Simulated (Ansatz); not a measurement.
Harmonic vibrations of Pb₂O₂ by finite differences.

```yaml
crystal:
  periodic: [false, false, false]
  atoms:
    - {symbol: Pb, position_ang: [-0.360143, 0.923832, -1.264509]}
    - {symbol: Pb, position_ang: [0.360196, -0.923938, 1.264394]}
    - {symbol: O, position_ang: [1.352084, 0.219935, -0.224501]}
    - {symbol: O, position_ang: [-1.352136, -0.219829, 0.224617]}
basis:
  gaussian: {orbitals: def2-SVP}
hamiltonian: {xc: pbe0, dispersion: d4}
scf: {omitted_lower_state_checks: [starts]}
phonons: {temperatures: {t_min: 298.15, t_max: 900, t_step: 200}}
```

```sh
$ ansatz run in.yaml --threads 4 --pin off --events-out ev --progress --plain --max-ram 4787MiB
```

Shortened log:

```
Functional definition: PBE0
mean field -14584.08757512 eV, -535.9553329362 hartree, gradient 2.0e-5 eV, S^2 0.000000; 0 other end points of the search recorded, 0 dependent functions left out
mean field -14584.08754028 eV, -535.9553316556 hartree, gradient 1.8e-6 eV, S^2 0.000000; 0 other end points of the search recorded, 0 dependent functions left out
mean field -14584.08754137 eV, -535.9553316957 hartree, gradient 1.6e-6 eV, S^2 0.000000; 0 other end points of the search recorded, 0 dependent functions left out
mean field -14584.08754163 eV, -535.9553317054 hartree, gradient 1.7e-6 eV, S^2 0.000000; 0 other end points of the search recorded, 0 dependent functions left out
mean field -14584.08755515 eV, -535.9553322021 hartree, gradient 8.1e-7 eV, S^2 0.000000; 0 other end points of the search recorded, 0 dependent functions left out
mean field -14584.08753599 eV, -535.9553314980 hartree, gradient 8.1e-7 eV, S^2 0.000000; 0 other end points of the search recorded, 0 dependent functions left out
mean field -14584.08751712 eV, -535.9553308047 hartree, gradient 1.2e-6 eV, S^2 0.000000; 0 other end points of the search recorded, 0 dependent functions left out
mean field -14584.08753830 eV, -535.9553315829 hartree, gradient 1.6e-6 eV, S^2 0.000000; 0 other end points of the search recorded, 0 dependent functions left out
mean field -14584.08754335 eV, -535.9553317685 hartree, gradient 1.8e-6 eV, S^2 0.000000; 0 other end points of the search recorded, 0 dependent functions left out
mean field -14584.08755395 eV, -535.9553321582 hartree, gradient 8.1e-7 eV, S^2 0.000000; 0 other end points of the search recorded, 0 dependent functions left out
mean field -14584.08754280 eV, -535.9553317482 hartree, gradient 1.7e-6 eV, S^2 0.000000; 0 other end points of the search recorded, 0 dependent functions left out
mean field -14584.08751936 eV, -535.9553308871 hartree, gradient 1.2e-6 eV, S^2 0.000000; 0 other end points of the search recorded, 0 dependent functions left out
mean field -14584.08753376 eV, -535.9553314159 hartree, gradient 8.1e-7 eV, S^2 0.000000; 0 other end points of the search recorded, 0 dependent functions left out
mean field -14584.08753754 eV, -535.9553315551 hartree, gradient 9.7e-7 eV, S^2 0.000000; 0 other end points of the search recorded, 0 dependent functions left out
mean field -14584.08751750 eV, -535.9553308187 hartree, gradient 1.1e-6 eV, S^2 0.000000; 0 other end points of the search recorded, 0 dependent functions left out
mean field -14584.08755943 eV, -535.9553323594 hartree, gradient 1.0e-6 eV, S^2 0.000000; 0 other end points of the search recorded, 0 dependent functions left out
mean field -14584.08755732 eV, -535.9553322817 hartree, gradient 1.2e-6 eV, S^2 0.000000; 0 other end points of the search recorded, 0 dependent functions left out
mean field -14584.08754425 eV, -535.9553318017 hartree, gradient 1.5e-6 eV, S^2 0.000000; 0 other end points of the search recorded, 0 dependent functions left out
mean field -14584.08754688 eV, -535.9553318984 hartree, gradient 1.3e-6 eV, S^2 0.000000; 0 other end points of the search recorded, 0 dependent functions left out
mean field -14584.08752058 eV, -535.9553309318 hartree, gradient 1.1e-6 eV, S^2 0.000000; 0 other end points of the search recorded, 0 dependent functions left out
mean field -14584.08753448 eV, -535.9553314424 hartree, gradient 9.7e-7 eV, S^2 0.000000; 0 other end points of the search recorded, 0 dependent functions left out
mean field -14584.08755850 eV, -535.9553323253 hartree, gradient 1.2e-6 eV, S^2 0.000000; 0 other end points of the search recorded, 0 dependent functions left out
mean field -14584.08755826 eV, -535.9553323163 hartree, gradient 1.0e-6 eV, S^2 0.000000; 0 other end points of the search recorded, 0 dependent functions left out
mean field -14584.08754466 eV, -535.9553318165 hartree, gradient 1.3e-6 eV, S^2 0.000000; 0 other end points of the search recorded, 0 dependent functions left out
mean field -14584.08754650 eV, -535.9553318843 hartree, gradient 1.5e-6 eV, S^2 0.000000; 0 other end points of the search recorded, 0 dependent functions left out
Total energy: -14584.21258755 eV, -535.9599270581 hartree
Atom 0 at    -0.360143     0.923832    -1.264509 Å, force    -0.001112    -0.000346     0.000570 eV/Å
Atom 1 at     0.360196    -0.923938     1.264394 Å, force    -0.000118    -0.000125     0.000325 eV/Å
Atom 2 at     1.352084     0.219935    -0.224501 Å, force     0.000899    -0.000087     0.000003 eV/Å
Atom 3 at    -1.352136    -0.219829     0.224617 Å, force     0.000331     0.000558    -0.000898 eV/Å
Dipole moment:     0.000073    -0.000040    -0.000126 e Å
Vibrations: 106.93 166.69 415.95 494.35 552.16 593.85 cm⁻¹, zero-point energy 0.144438 eV
Checks for a lower state left out: starts
```

Hardware: 4 threads of Arm Neoverse V1 on a shared host. Wall time 26 s.

In the def2 sets Pb takes a core potential; there is no spin–orbit coupling. The structure comes from a short search, and lower isomers may exist.
